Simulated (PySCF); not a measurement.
Ranking problems on computed properties.

Each SMILES stands for a single optimised conformer of the isolated species, non-relativistic unless stated. Electronic properties by PySCF.

The conformers computed, where there is a choice (atom-mapped SMILES and torsion angles):
- `[CH2:1]=[CH:2][SiH2:3][c:4]1[cH:5][cH:6][cH:7][s:8]1`: C1–C2–Si3–C4 -1°, C2–Si3–C4–C5 -114°
- `[CH3:1][CH2:2][c:3]1[cH:4][n+:5]([CH3:6])[cH:7][nH:8]1`: C1–C2–C3–C4 -97°
- `[CH3:1][CH2:2][CH2:3][N:4]1[CH2:5][CH:6][CH:7]=[N:8]1`: C1–C2–C3–N4 -63°, C2–C3–N4–C5 -75°
- `[H]/[C:1]=[CH:2]\[C:3](=[S:4])[C:5]#[C:6]/[CH:7]=[N:8]/[H]`: C1–C2–C3–S4 -137°
- `[H]/[N:5]=[C:4]([CH2:3][CH2:2][CH2:1])\[CH:6]=[N:7]/[CH3:8]`: C1–C2–C3–C4 174°, C2–C3–C4–N5 2°, C3–C4–C6–N7 1°

The conformers of `[H]/N=C1\C[C@@H]([CH2])[C@@H](N)C1` [doublet state] aren't listed.

Question: Rank by HOMO–LUMO gap, highest first (PBE0/def2-SVPD at GFN2-xTB geometries).
A. `C=C[SiH2]c1cccs1`
B. `CC#CC(C#N)C#N`
C. `c1c(CC)[nH]c[n+]1C`
D. `N#CC1=CC=C[S+]=C1`

Answer: B (8.17 eV), C (6.76 eV), A (6.22 eV), D (5.03 eV).

Question: Rank by isotropic g value, lowest first (unrestricted B3LYP/pcH-1, mean-field spin–orbit at GFN2-xTB geometries).
A. `[H]/[C]=C\C(=S)C#C/C=N/[H]` [radical]
B. `[H]/N=C1\C[C@@H]([CH2])[C@@H](N)C1` [radical]
C. `C[C@@]12C=[C][C@@H]1C=C2Cl` [radical]
D. `C[C@@]12[C]=C[C@@H]1C=C2Cl` [radical]
E. `CCCN1C[CH]C=N1` [radical]

Answer: C (2.00218), D (2.00228), A (2.00238), B (2.00268), E (2.00337).

Question: Rank by lowest triplet excitation (Tamm–Dancoff), lowest first (TDA PBE0/def2-SVPD at GFN2-xTB geometries).
A. `C=C[SiH2]c1cccs1`
B. `CC#CC(C#N)C#N`
C. `N#Cc1ccc[s+]c1`
D. `CCc1c[n+](C)c[nH]1`

Answer: C (3.18 eV), A (3.70 eV), D (4.32 eV), B (5.34 eV).

Question: Give the two extremes of that set in kJ/mol.

Answer: `N#Cc1ccc[s+]c1`: 307 kJ/mol; `CC#CC(C#N)C#N`: 516 kJ/mol.

Question: Rank by smallest rotational constant, highest first (GFN2-xTB).
A. `[H]/N=C(\C=N/C)CC[CH2]` [radical]
B. `N#Cc1cccc[s+]1`
C. `C1(Cl)[C@]2(C)[C]=C[C@@H]2C=1` [radical]
D. `CCCN1C[CH]C=N1` [radical]

Answer: D (1.287 GHz), C (1.226 GHz), B (1.056 GHz), A (0.905 GHz).

Question: Rank by lowest singlet excitation, lowest first (TDDFT PBE0/def2-SVPD at GFN2-xTB geometries).
A. `CCc1c[n+](C)c[nH]1`
B. `N#CC1=CC=C[S+]=C1`
C. `CC#CC(C#N)C#N`
D. `C=C[SiH2]c1cccs1`

Answer: B (4.27 eV), D (5.53 eV), A (6.02 eV), C (6.49 eV).

Question: Rank by HOMO energy, lowest first (PBE0/def2-SVPD at GFN2-xTB geometries).
A. `C=C[SiH2]c1cccs1`
B. `CC#CC(C#N)C#N`
C. `CCc1c[n+](C)c[nH]1`
D. `N#CC1=CC=C[S+]=C1`

Answer: D (-13.60 eV), C (-11.82 eV), B (-8.60 eV), A (-7.00 eV).

Question: By how much do the two ends of that ranking differ?

Answer: By 6.60 eV, between `C=C[SiH2]c1cccs1` and `N#Cc1ccc[s+]c1`.
